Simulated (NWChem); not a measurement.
C2H3F3Si; SMILES F[SiH2]C=C(F)F

```xyz
9

F     -0.5623     2.6531     0.0000
Si     0.4413     1.3860     0.0000
C     -0.6351    -0.1284     0.0000
C     -0.1486    -1.3625     0.0000
F     -0.8495    -2.4839     0.0000
F      1.1506    -1.6508     0.0000
H      1.2963     1.4562     1.2121
H      1.2963     1.4562    -1.2121
H     -1.7175    -0.0365     0.0000
```
Atoms are numbered in this order, from 1.

Results from NWChem. Structure relaxed at the B3LYP/6-31G* (spherical d) level. Hybrids' shares of exact exchange are those that their runs print; pure functionals count as 0. The functionals differ in more than this share.

| row | share of exact exchange | orbital gap (eV) |
|---|---|---|
| PBE/def2-TZVP | 0.00 | 5.30 |
| BLYP/def2-TZVP | 0.00 | 5.29 |
| B3LYP/def2-TZVP | 0.20 | 7.08 |
| PW6B95/def2-TZVP | 0.28 | 7.70 |
| Hartree-Fock/def2-TZVP | 1.00 | withheld |

Task: Fit a straight line of the last column on the one before it, predict the withheld value, and compare with the run.

Result: 
1. Means of the 4 shown rows: x = 0.120, y = 6.343. Slope Σ(x − x̄)(y − ȳ)/Σ(x − x̄)² = 0.5276/0.06080 = 8.678; intercept 5.301.
2. The shown rows scatter about the line by 0.027 (root mean square); the largest residual is +0.04, at B3LYP/def2-TZVP.
3. At x = 1.00 (Hartree-Fock/def2-TZVP; beyond the shown range) the line gives 13.98.
4. The run gives 14.14, +0.16 from the line, 5.9 times the scatter.
